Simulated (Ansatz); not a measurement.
B(H)(Cl)(NMe2) (C2H7BClN), SMILES CN(C)BCl.

Geometry: B3LYP-D3(BJ)/def2-SVP. This is a generated structure with no PubChem entry under its InChIKey; it may be hypothetical. Other conformers were not sampled.

Two levels are set side by side: PBE/def2-SVPD (Ansatz, a quantum-chemistry and plane-wave program) and CAM-B3LYP/def2-SVPD (Ansatz). Energy differences of separate SCF runs at the same geometry; the states with an electron removed or added have multiplicity 2 and 2. Differences are taken from unrounded values.

```json
[
 {"quantity": "vertical ionisation energy (eV)", "CAM-B3LYP": "9.59"},
 {"quantity": "vertical singlet–triplet gap (eV)", "CAM-B3LYP": "5.46"}
]
```

Question: What does PBE give, and how far is it from CAM-B3LYP? (Estimate from the structure and the level; the computed values follow.)

Answer: 
```csv
quantity,PBE,PBE minus CAM-B3LYP
vertical ionisation energy (eV),9.26,-0.32
vertical singlet–triplet gap (eV),5.15,-0.31
```
